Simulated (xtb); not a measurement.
C2H3O2 (SMILES CO[C-]=O), charge -1, singlet, from a rough starting geometry; GFN2-xTB in xtb 6.7.1.

The xtb input:
```
$ xtb mol.xyz --gfn 2 --chrg -1 --opt vtight --json

# file mol.xyz
7

C     -1.64543059    -0.21824112     0.05653608
O     -1.36356566    -1.39584110     0.03258641
O     -0.67953378     0.78079169     0.04417046
C      0.68477179     0.27453216     0.00286134
H      1.29540370     1.12708205     0.00220026
H      0.82492307    -0.32535527     0.87673878
H      0.85106029    -0.29628954    -0.86028414
```

Q: Predict the main parts of the log of this xtb run.

A: 
```
   ID    Z sym.   atoms
    1    6 C      1, 4
    2    8 O      2, 3
    3    1 H      5-7

           -------------------------------------------------
          |                Calculation Setup                |
           -------------------------------------------------

           -------------------------------------------------
          |                 G F N 2 - x T B                 |
           -------------------------------------------------

          ...................................................
          :                      SETUP                      :
          :.................................................:
          :  # basis functions                  19          :
          :  # atomic orbitals                  19          :
          :  # shells                           11          :
          :  # electrons                        24          :
          :  max. iterations                   250          :
          :  Hamiltonian                  GFN2-xTB          :
          :  restarted?                      false          :
          :  GBSA solvation                  false          :
          :  PC potential                    false          :
          :  electronic temp.          300.0000000     K    :
          :  accuracy                    1.0000000          :
          :  -> integral cutoff          0.2500000E+02      :
          :  -> integral neglect         0.1000000E-07      :
          :  -> SCF convergence          0.1000000E-05 Eh   :
          :  -> wf. convergence          0.1000000E-03 e    :
          :  Broyden damping             0.4000000          :
          :  net charge                         -1          :
          :  unpaired electrons                  0          :
          ...................................................

 iter      E             dE          RMSdq      gap      omega  full diag
   1    -14.1116250 -0.141116E+02  0.680E+00    3.03       0.0  T
   2    -14.1575983 -0.459732E-01  0.345E+00    3.10       1.0  T
   3    -14.1584017 -0.803428E-03  0.125E+00    3.10       1.0  T
   4    -14.1586018 -0.200104E-03  0.224E-01    3.13       1.0  T
   5    -14.1586201 -0.182659E-04  0.116E-01    3.13       1.0  T
   6    -14.1586267 -0.663869E-05  0.266E-02    3.13       1.4  T
   7    -14.1586281 -0.141895E-05  0.119E-02    3.13       3.2  T
   8    -14.1586284 -0.252054E-06  0.194E-03    3.13      19.5  T
   9    -14.1586284 -0.142723E-08  0.581E-04    3.13      65.0  T
  10    -14.1586284 -0.869369E-09  0.198E-04    3.13     190.7  T

   *** convergence criteria satisfied after 10 iterations ***

         :::::::::::::::::::::::::::::::::::::::::::::::::::::
         ::                     SUMMARY                     ::
         :::::::::::::::::::::::::::::::::::::::::::::::::::::
         :: total energy             -14.042853516236 Eh    ::
         :: gradient norm              0.153867510346 Eh/a0 ::
         :: HOMO-LUMO gap              3.129362256790 eV    ::
         ::.................................................::
         :: SCC energy               -14.158628249594 Eh    ::
         :: -> isotropic ES            0.201526437321 Eh    ::
         :: -> anisotropic ES         -0.005418549220 Eh    ::
         :: -> anisotropic XC         -0.001900302445 Eh    ::
         :: -> dispersion             -0.003166825453 Eh    ::
         :: repulsion energy           0.115774733357 Eh    ::
         :: add. restraining           0.000000000000 Eh    ::
         :: total charge              -1.000000000000 e     ::
         :::::::::::::::::::::::::::::::::::::::::::::::::::::

      -----------------------------------------------------------
     |                   =====================                   |
     |                        A N C O P T                        |
     |                   =====================                   |
     |               Approximate Normal Coordinate               |
[...]
 * total energy  :   -14.0618392 Eh     change       -0.1847004E-03 Eh
 * total energy  :   -14.0619599 Eh     change       -0.1207083E-03 Eh
 * total energy  :   -14.0620739 Eh     change       -0.1140675E-03 Eh
 * total energy  :   -14.0621269 Eh     change       -0.5295139E-04 Eh
 * total energy  :   -14.0621667 Eh     change       -0.3983749E-04 Eh
 * total energy  :   -14.0621873 Eh     change       -0.2053260E-04 Eh
 * total energy  :   -14.0622025 Eh     change       -0.1521889E-04 Eh
 * total energy  :   -14.0622069 Eh     change       -0.4381093E-05 Eh
 * total energy  :   -14.0622080 Eh     change       -0.1144064E-05 Eh
 * total energy  :   -14.0622082 Eh     change       -0.2141608E-06 Eh
 * total energy  :   -14.0622084 Eh     change       -0.1874265E-06 Eh
 * total energy  :   -14.0622084 Eh     change       -0.2294104E-07 Eh
   *** GEOMETRY OPTIMIZATION CONVERGED AFTER 41 ITERATIONS ***
         :: total energy             -14.062208425739 Eh    ::
[...]
      -------------------------------------------------------------
         1        2.0000           -0.4602333             -12.5236
         2        2.0000           -0.4347336             -11.8297
         3        2.0000           -0.4121892             -11.2162
         4        2.0000           -0.3459711              -9.4144
         5        2.0000           -0.3293452              -8.9619
         6        2.0000           -0.3201414              -8.7115
         7        2.0000           -0.3022217              -8.2239
         8        2.0000           -0.2443883              -6.6501
         9        2.0000           -0.2318605              -6.3092
        10        2.0000           -0.1938621              -5.2753
        11        2.0000           -0.1878202              -5.1108
        12        2.0000           -0.0963324              -2.6213 (HOMO)
        13                          0.0313829               0.8540 (LUMO)
        14                          0.2118325               5.7643
        15                          0.3138164               8.5394
        16                          0.3620930               9.8531
        17                          0.3849462              10.4749
        18                          0.3963903              10.7863
        19                          0.7550540              20.5461
      -------------------------------------------------------------
                  HL-Gap            0.1277153 Eh            3.4753 eV
             Fermi-level           -0.0324747 Eh           -0.8837 eV

     #   Z          covCN         q      C6AA      α(0)
     1   6 C        1.667    -0.038    32.606     9.261
     2   8 O        0.855    -0.525    24.347     6.615
     3   8 O        1.661    -0.454    21.923     6.321
     4   6 C        3.623     0.108    19.219     6.319
     5   1 H        0.922    -0.052     4.141     3.183
     6   1 H        0.922     0.013     2.850     2.640
     7   1 H        0.922    -0.052     4.142     3.183

 Mol. C6AA /au·bohr⁶  :        643.856264
 Mol. C8AA /au·bohr⁸  :      13709.303565
 Mol. α(0) /au        :         37.521281

Wiberg/Mayer (AO) data.
largest (>0.10) Wiberg bond orders for each atom

 ---------------------------------------------------------------------------
     #   Z sym  total        # sym  WBO       # sym  WBO       # sym  WBO
 ---------------------------------------------------------------------------
     1   6 C    2.711 --     2 O    1.870     3 O    0.794
     2   8 O    2.030 --     1 C    1.870     3 O    0.113
     3   8 O    2.010 --     4 C    1.054     1 C    0.794     2 O    0.113
     4   6 C    3.984 --     3 O    1.054     5 H    0.969     7 H    0.969
                             6 H    0.953
     5   1 H    0.997 --     4 C    0.969
     6   1 H    1.000 --     4 C    0.953
     7   1 H    0.997 --     4 C    0.969
 ---------------------------------------------------------------------------

Topologies differ in total number of bonds
Writing topology from bond orders to xtbtopo.mol

molecular dipole:
                 x           y           z       tot (Debye)
 q only:        1.908       0.603      -0.250
   full:        2.578       0.452      -0.113       6.658
molecular quadrupole (traceless):
                xx          xy          yy          xz          yz          zz
 q only:       -2.296      -4.123      -0.729       2.016       2.810       3.025
  q+dip:       -5.964      -3.223       0.773       1.070       3.539       5.191
   full:       -5.862      -3.073       0.478       0.955       3.997       5.385

optimized geometry written to: xtbopt.xyz

           -------------------------------------------------
          | TOTAL ENERGY              -14.062208425739 Eh   |
          | GRADIENT NORM               0.000064820242 Eh/α |
          | HOMO-LUMO GAP               3.475310663863 eV   |
           -------------------------------------------------

normal termination of xtb
```
